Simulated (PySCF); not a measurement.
## Structure from 2D NMR

Compound of formula C₉H₁₅F. Correlations simulated from computed shifts and the bond graph:

HSQC (one-bond C–H):
```tsv
δH	δC
2.01	27.9
1.94	39.4
1.84	35.8
1.82	37.5
1.75	35.8
1.74	29.9
1.72	29.9
1.65	30.0
1.63	30.0
1.56	27.9
1.35	28.3
1.10	17.2
1.05	39.4
```

COSY cross peaks (H two or three bonds apart, from the bond graph; peaks can be absent where the dihedral angle is near 90°):
```tsv
δH	δH
2.01	1.65
2.01	1.63
2.01	1.56
1.94	1.82
1.94	1.35
1.94	1.05
1.84	1.75
1.84	1.74
1.84	1.72
1.82	1.10
1.82	1.05
1.75	1.74
1.75	1.72
1.74	1.72
1.74	1.35
1.72	1.35
1.65	1.63
1.65	1.56
1.65	1.35
1.63	1.56
1.63	1.35
1.35	1.05
```

HMBC (two and three bonds, from the bond graph):
```tsv
δH	δC
2.01	96.1, 37.5, 35.8, 30.0, 28.3
1.94	96.1, 37.5, 30.0, 29.9, 28.3, 17.2
1.84	96.1, 37.5, 29.9, 28.3, 27.9
1.82	96.1, 39.4, 35.8, 28.3, 27.9, 17.2
1.75	96.1, 37.5, 29.9, 28.3, 27.9
1.74	96.1, 39.4, 35.8, 30.0, 28.3
1.72	96.1, 39.4, 35.8, 30.0, 28.3
1.65	96.1, 39.4, 29.9, 28.3, 27.9
1.63	96.1, 39.4, 29.9, 28.3, 27.9
1.56	96.1, 37.5, 35.8, 30.0, 28.3
1.35	39.4, 37.5, 35.8, 30.0, 29.9, 27.9
1.10	96.1, 39.4, 37.5
1.05	96.1, 37.5, 30.0, 29.9, 28.3, 17.2
```

Carbons without hydrogens: δ 96.1.

PySCF 2.14 calculation with PBE0/pcSseg-1 with gauge-including orbitals and geometry: GFN2-xTB; single conformer, in vacuum, averaged over atoms made equivalent by symmetry, fast rotation or ring inversion, non-relativistic.

Shifts are taken against calculated references (same method and geometry level): 1H (31.72 ppm), 13C (186.93 ppm) against TMS.

Exchangeable hydrogens are left out of these lists.

Q: Assemble the structure.

A: SMILES C[C@@H]1C[C@H]2CC[C@]1(F)CC2.

Atoms are numbered as in `[CH3:1][C@@H:2]1[CH2:3][C@H:4]2[CH2:5][CH2:6][C@:7]1([F:8])[CH2:9][CH2:10]2` (H(Xn): hydrogen on atom n). Ha(C3), Ha(C5), Ha(C6), Ha(C9), Ha(C10) are cis to C1 on the ring; Hb(C3), Hb(C5), Hb(C6), Hb(C9), Hb(C10) are trans to C1 on the ring.

1. δC 96.1 is C7, a fully substituted sp3 carbon bonded to F.
2. δC 39.4 is C3, an sp3 CH2 in a ring (δH 1.94, 1.05).
3. δC 37.5 is C2, an sp3 CH in a ring (δH 1.82).
4. δC 35.8 is C6, an sp3 CH2 in a ring (δH 1.84, 1.75).
5. δC 30.0 is C10, an sp3 CH2 in a ring (δH 1.63, 1.65).
6. δC 29.9 is C5, an sp3 CH2 in a ring (δH 1.72, 1.74).
7. δC 28.3 is C4, an sp3 CH in a ring (δH 1.35).
8. δC 27.9 is C9, an sp3 CH2 in a ring (δH 2.01, 1.56).
9. δC 17.2 is C1, a methyl carbon (δH 1.10).
10. HMBC from δH 2.01 reaches the proton-free carbon C7.
11. HMBC from δH 1.94 reaches the proton-free carbon C7.
12. HMBC from δH 1.84 reaches the proton-free carbon C7.
13. HMBC from δH 1.82 reaches the proton-free carbon C7.
14. COSY links 2.01–1.65, 2.01–1.63, 2.01–1.56, 1.94–1.82, 1.94–1.35, 1.94–1.05.

The shifts were computed for this structure.

Shifts are as computed. Against solution values, carbons near 30 ppm lie about +3 ppm off and those near 130 ppm about +5 ppm. Of 1211 compounds with measured shifts, 218 miss one by over three times the rms of a fit or turn the order of signals round; such compounds aren't used in these exercises.
